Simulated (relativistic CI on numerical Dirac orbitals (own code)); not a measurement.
Tm LVI: q coefficients and field-shift factors

Computed by Dirac-Coulomb-Breit CI, separate exchange-only KLI orbitals for each configuration, derivatives by finite differences, unscaled Slater integrals, QED left out (own radial code, finite nucleus).

Configuration list (outside the closed core [Ne]): 3s²3p², 3s²3p3d, 3s3p³, 3s²3d², 3p⁴, 3s3p²3d, 3p²3d², 3s3p3d². Levels of other configurations are missing.

With x = (α/α₀)² − 1 an excitation energy changes as ω = ω₀ + qx; K = 2q/ω₀ is the relative enhancement. Terms are leading LS components, so labels can repeat. The field-shift factor is F = δν/δ⟨r²⟩ for the transition from the lowest level.

Lowest level 3s²3p² ³P0.

| Level | ω₀ (cm⁻¹) | q (cm⁻¹) | F (GHz/fm²) |
| --- | --- | --- | --- |
| 3s²3p² ³P1 | 1988876 | 2.457e+06 | -246 |
| 3s²3p² ¹D2 | 2060341 | 2.455e+06 | -249 |
| 3s3p³ ³P°2 | 3237964 | 2.73e+06 | -4580 |
| 3s3p³ ³D°1 | 3457115 | 2.702e+06 | -3920 |
| 3s²3p3d ³F°2 | 3637817 | 2.522e+06 | -243 |
| 3s²3p3d ³D°1 | 3968923 | 2.608e+06 | -1050 |
| 3s²3p² ³P2 | 4101928 | 4.92e+06 | -538 |
| 3s²3p3d ³P°2 | 4248073 | 3.057e+06 | -401 |
| 3s²3p² ¹S0 | 4255101 | 4.925e+06 | -538 |
| 3s²3p3d ³F°3 | 4255811 | 3.052e+06 | -254 |
| 3s3p²3d ³D1 | 4901483 | 2.819e+06 | -4690 |
| 3s3p²3d ³D2 | 4954993 | 2.831e+06 | -4710 |
| 3s3p³ ³D°2 | 5178378 | 5.111e+06 | -4730 |

At this charge energies of transitions that change n are usually good to better than 1 %, and those within a shell (Δn = 0) to a few per cent.

Which transition from the lowest level has the largest |K|?

3s²3p² ³P1 at 1988876 cm⁻¹, K = 2.47.
